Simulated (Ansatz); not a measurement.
Compare A (`[CH3][AlH][N]([SiH3])[SiH3]`) with its isomer B (`C[SiH]([SiH3])[NH][AlH2]`).

Gas-phase electronic energies from Ansatz, PBE0-D4/def2-TZVP geometries. CBS: MP2 limit from def2 TZ/QZ plus the TZ coupled-cluster correction, frozen cores. DFT in def2-TZVPP. B3LYP here is the variant with VWN-RPA as its local correlation; programs differ in this. Each species was taken in one conformer, which may not be the lowest.

A:

```xyz
15

C    -1.218   -2.261   -0.303
Al   -0.265   -1.061    0.896
N     0.320    0.506    0.230
Si    0.071    0.888   -1.444
Si    1.132    1.686    1.207
H    -1.910   -1.728   -0.963
H    -1.790   -3.012    0.248
H    -0.517   -2.798   -0.952
H     0.047   -1.366    2.417
H     0.902    2.070   -1.804
H    -1.353    1.214   -1.736
H     0.460   -0.253   -2.316
H     2.541    1.885    0.769
H     0.449    3.007    1.130
H     1.130    1.225    2.621
```

B:

Z-matrix (Å, degrees):
```
C
Si 1 1.873
H 1 1.093 2 111.2
H 1 1.093 2 110.7 3 119.9
H 1 1.093 2 110.6 3 -120.1
Si 2 2.349 1 109.7 3 -61.3
N 2 1.735 1 112.7 3 61.8
H 2 1.491 1 109.3 3 179.3
H 6 1.490 2 111.1 1 -174.1
H 6 1.493 2 110.0 1 66.8
H 6 1.491 2 112.1 1 -52.8
Al 7 1.782 2 129.2 1 117.0
H 7 1.013 2 114.6 1 -65.4
H 12 1.580 7 118.2 2 -2.5
H 12 1.584 7 117.5 2 177.8
```

(1) Which isomer does CCSD(T)/CBS put lower? Give the gap. (Estimate.)

(2) Give E(B) − E(A) in kcal/mol with CCSD/def2-TZVPP, MP2/def2-TZVPP, ωB97M-V, CCSD(T)/def2-TZVPP, B3LYP, B2PLYP, B3LYP-D4. (An estimate is asked.)

Largest T1 diagnostic: 0.012.

Answers

(1) Ansatz gave: A, by 13.8 kcal/mol.

(2) Ansatz gave: CCSD/def2-TZVPP 13.9, MP2/def2-TZVPP 15.6, ωB97M-V 14.3, CCSD(T)/def2-TZVPP 13.7, B3LYP 11.7, B2PLYP 13.4, B3LYP-D4 12.7. None reverses the order clearly.

From PBE to PBE0 (25 % exact exchange), in def2-TZVPP and without D4, E(B) − E(A) moves by +1.7 kcal/mol. The D4 term adds +1.0 kcal/mol with B3LYP and +0.5 kcal/mol with PBE0; it sums over pairs of atoms, weighted by their polarisabilities, and B3LYP, whose exchange is more repulsive, gets the larger term.
